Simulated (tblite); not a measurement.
C₅H₁₁OSi (doublet state).
Z-matrix (Å and degrees, GFN2-xTB geometry), rows numbered from 1:
```
C 
Si  1  1.9113
C   2  1.9134  1  110.90
C   3  1.5316  2  108.48  1   -78.62
O   4  1.4069  3  113.84  2   -56.35
C   5  1.4069  4  114.39  3    74.20
C   6  1.5316  5  113.85  4   -74.20
H   1  1.0859  2  111.28  3   176.79
H   1  1.0859  2  111.28  3   -63.32
H   1  1.0895  2  111.40  3    56.73
H   3  1.0898  2  111.17  1   162.28
H   3  1.0898  2  112.48  1    41.82
H   4  1.0949  3  110.23  2  -174.00
H   4  1.1025  3  109.77  2    66.99
H   6  1.0949  5  105.00  4   165.13
H   6  1.1024  5  109.65  4    49.20
H   7  1.0898  2  111.19  1  -162.28
H   7  1.0897  2  112.49  1   -41.80
```

All values are computed: GFN2-xTB (tblite) harmonic vibrations without scaling, gas phase. Errors from tens to a few hundred cm⁻¹ against measured bands are possible. One conformer, not necessarily the lowest. Open shells enter through the occupations alone, without spin polarisation, and single modes of such species can be off by tens of per cent.

Harmonic wavenumbers (cm⁻¹): 84.7, 91.8, 138.8, 176.5, 212.7, 316.9, 392.6, 395.1, 535.7, 624.2, 687.3, 740.8, 748.0, 808.1, 815.7, 829.8, 887.8, 956.7, 976.6, 1008.7, 1050.6, 1097.3, 1149.0, 1155.2, 1193.7, 1246.9, 1283.3, 1303.6, 1338.9, 1350.6, 1362.1, 1463.0, 1466.3, 1474.3, 1479.6, 1481.7, 1489.9, 2838.7, 2841.2, 2939.0, 2940.0, 2984.9, 2987.3, 2989.2, 2998.6, 2999.7, 3043.8, 3045.4.

A = 3091, B = 1891, C = 1499 MHz; mass 115.058 u (most abundant isotopes); point group Cs, symmetry number 1; spin multiplicity 2.

**Question.** What is the zero-point energy?

**Answer.** ½Σν̃ = 33211 cm⁻¹ = 94.96 kcal/mol.

**Question.** Give the ideal-gas entropy at 400 K and 1 bar in the rigid-rotor, harmonic-oscillator model (classical rotation).

**Answer.** Translation 41.62, rotation 28.87, vibration 29.94, spin (R ln 2) 1.38: S = 101.8 cal/(mol K).

**Question.** And Cp and H(400 K) − H(0)?

**Answer.** Cp = 42.42 cal/(mol K), of which vibrations give 34.47 (their classical limit is 48 R = 95.4); H(400 K) − H(0) = 9.73 kcal/mol without the zero-point energy, 6.55 from vibrations.

**Question.** Which modes carry the vibrational entropy at 400 K?

**Answer.** 84.7 cm⁻¹: 4.36; 91.8 cm⁻¹: 4.20; 138.8 cm⁻¹: 3.39; 176.5 cm⁻¹: 2.92; 212.7 cm⁻¹: 2.57; 316.9 cm⁻¹: 1.83 cal/(mol K); the other 42 give 10.67 together.

**Question.** What must be added to the electronic energy to get the Gibbs energy at 400 K and 1 bar?

**Answer.** ZPE + [H(400 K) − H(0)] − T·S = 94.96 + 9.73 − 40.72 = 63.97 kcal/mol.

**Question.** How do the functions run with temperature in this model?

**Answer.** 
```csv
T (K),S (cal/(mol K)),Cp (cal/(mol K)),H − H(0) (kcal/mol),G − H(0) (kcal/mol),ln q(vib)
50,56.8,11.5,0.45,-2.39,0.19
100,66.3,16.0,1.15,-5.48,0.96
298.15,90.8,32.8,5.89,-21.18,4.76
373.15,98.9,40.0,8.62,-28.30,6.28
500,112.2,50.7,14.40,-41.70,8.91
750,135.9,65.9,29.12,-72.78,14.15
1000,156.3,76.0,46.93,-109.36,19.20
```

q(vib) and H(0) count from the zero-point level.

**Question.** Blend soft modes into free rotors: weight 1/[1 + (100 cm⁻¹/ν̃)⁴] for the oscillator and the rest for a rotor with moment μB/(μ + B), μ = h/(8π²ν), B = 10⁻⁴⁴ kg m². What vibrational entropy results?

**Answer.** 28.53 cal/(mol K) in place of 29.94, which changes −T·S at 400 K by +0.56 kcal/mol.

Hindered rotation and anharmonicity are outside this model. Other conformers, if any are populated, would add a mixing term that is left out.

Time: 0.52 s of wall time. Hardware: an Arm Neoverse V2 with one thread, no GPU, shared host with 96 logical CPUs at a one-minute load of 48. The figure is for the frequency step alone.
